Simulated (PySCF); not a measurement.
From one molecule to another.

First species: C3H7F4NSi2.
SMILES: `C(F)(/C=C\N([SiH3])[SiH2]F)(F)F`

Second species: C₄H₉FS₂Si.
SMILES with atom numbers: `[F:1][C@@H:2]1[CH2:3][CH2:4][S:5][CH2:6][S:7][SiH2:8]1` (hydrogens: H9 on C2; H10, H11 on C3; H12, H13 on C4; H14, H15 on C6; H16, H17 on Si8)

Levels: PBE0/pcSseg-1 for HOMO energy, LUMO energy and HOMO–LUMO gap. Geometries: GFN2-xTB. All species are isolated and taken at one optimised geometry, non-relativistic unless stated; the electronic structure was computed with PySCF and density fitting.

The conformers computed, where there is a choice (atom-mapped SMILES and torsion angles):
- `[F:1][SiH2:2][N:3]([SiH3:4])/[CH:5]=[CH:6]\[C:7]([F:8])([F:9])[F:10]`: F1–Si2–N3–Si4 23°, Si2–N3–C5–C6 -28°, C5–C6–C7–F8 78°

The conformers of `F[C@@H]1CCSCS[SiH2]1` aren't listed.

Values for the first species:

| Quantity | Value |
| --- | --- |
| HOMO energy | -7.25 eV |
| LUMO energy | -0.69 eV |
| HOMO–LUMO gap | 6.56 eV |

(1) Estimate the same properties for the second species, and the change in each.

Answers

(1) 
```
     property     first    second  second less first
  HOMO energy  -7.25 eV  -6.82 eV           +0.43 eV
  LUMO energy  -0.69 eV  -0.05 eV           +0.64 eV
HOMO–LUMO gap   6.56 eV   6.77 eV           +0.21 eV
```

On the first:  GFN2-xTB frequencies show an imaginary mode (27i cm⁻¹), so this geometry is no minimum at that level.

